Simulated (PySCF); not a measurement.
F₂H₅NSi₂, SMILES F[SiH2]N[SiH2]F.

Geometry optimised at PBE0-D3(BJ)/def2-SVP. This is a generated structure with no PubChem entry under its InChIKey; it may be hypothetical. One conformer was computed; it need not be the lowest.

Computed with PySCF with PBE0-D3(BJ)/def2-SVP.

Frequencies are harmonic and unscaled.

Computed normal modes with their intensities:
```csv
mode,ν (cm⁻¹),IR (km/mol),moving atoms (share of kinetic energy)
1,53,4.0,"F 62 %, Si 19 %, H 13 %"
2,54,2.5,"F 49 %, N 24 %, Si 15 %, H 12 %"
3,189,0.0,"Si 38 %, H 25 %, F 23 %, N 13 %"
4,246,3.5,"F 49 %, Si 27 %, N 13 %, H 11 %"
5,315,20.5,"H 39 %, F 23 %, N 21 %, Si 17 %"
6,468,93.4,"H 59 %, N 31 %"
7,602,29.2,"H 74 %, Si 19 %"
8,607,12.7,"Si 47 %, H 40 %, N 9 %"
9,762,100.3,"H 73 %, Si 13 %, N 8 %"
10,797,20.9,H 94 %
11,842,58.4,"H 55 %, N 25 %, Si 11 %, F 9 %"
12,867,67.6,"F 54 %, Si 22 %, H 20 %"
13,880,3.5,"F 42 %, H 34 %, Si 19 %"
14,918,351.7,H 91 %
15,948,30.1,"H 91 %, Si 8 %"
16,962,179.3,"H 68 %, N 20 %, Si 11 %"
17,972,363.4,"H 45 %, Si 28 %, N 21 %"
18,983,45.8,"H 62 %, Si 29 %"
19,1210,286.7,"H 60 %, N 35 %"
20,2278,180.2,H 98 %
21,2282,11.8,H 97 %
22,2289,28.4,H 96 %
23,2296,203.5,H 96 %
24,3613,59.2,H 93 %
```
